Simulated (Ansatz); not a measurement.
Al₂Cu₆. Total charge 0; triplet. Geometry r2SCAN-D4/def2-SVP; atoms count from 1.

```xyz
8

Al    1.375    0.535   -0.483
Al   -1.172   -1.302   -0.891
Cu    1.800   -0.144    1.787
Cu   -1.021    1.105   -0.566
Cu   -1.856    0.138   -2.561
Cu    1.000   -1.750    0.119
Cu    0.413    1.781    1.330
Cu   -0.538   -0.365    1.267
```

At PBE0-D4/def2-SVP a singlet of charge 0 lies 0.47 eV below the triplet, each at its own geometry. The structure comes from a short search, and lower isomers may exist.

Q: Estimate the Mulliken populations from the PBE0/def2-SVP orbitals of Ansatz.

A: 
| atom | charge (e) | spin (α − β) | d electrons |
| --- | --- | --- | --- |
| Al1 | 0.08 | 0.40 | – |
| Al2 | 0.00 | 1.01 | – |
| Cu3 | -0.07 | 0.05 | 9.75 |
| Cu4 | 0.00 | 0.08 | 9.73 |
| Cu5 | 0.00 | 0.08 | 9.79 |
| Cu6 | 0.05 | 0.08 | 9.75 |
| Cu7 | -0.03 | 0.26 | 9.76 |
| Cu8 | -0.04 | 0.05 | 9.71 |
Mulliken values depend strongly on the basis.

Q: Where does the spin sit?

A: Summed by element: Al 1.41, Cu 0.59, of 2 unpaired in all. Largest on single atoms: Al2 1.01, Al1 0.40, Cu7 0.26.

Q: And the Mayer bond orders between heavy atoms (over 0.3)?

A: Al1–Cu3 0.52 (2.41 Å); Al1–Cu4 0.44 (2.46 Å); Al1–Cu6 0.53 (2.39 Å); Al1–Cu7 0.50 (2.40 Å); Al2–Cu4 0.41 (2.43 Å); Al2–Cu5 0.86 (2.31 Å); Al2–Cu6 0.55 (2.44 Å); Al2–Cu8 0.50 (2.44 Å); Cu3–Cu6 0.44 (2.45 Å); Cu3–Cu7 0.47 (2.42 Å); Cu3–Cu8 0.41 (2.41 Å); Cu4–Cu5 0.51 (2.37 Å); Cu4–Cu7 0.39 (2.47 Å); Cu4–Cu8 0.40 (2.40 Å); Cu6–Cu8 0.41 (2.37 Å); Cu7–Cu8 0.44 (2.35 Å).
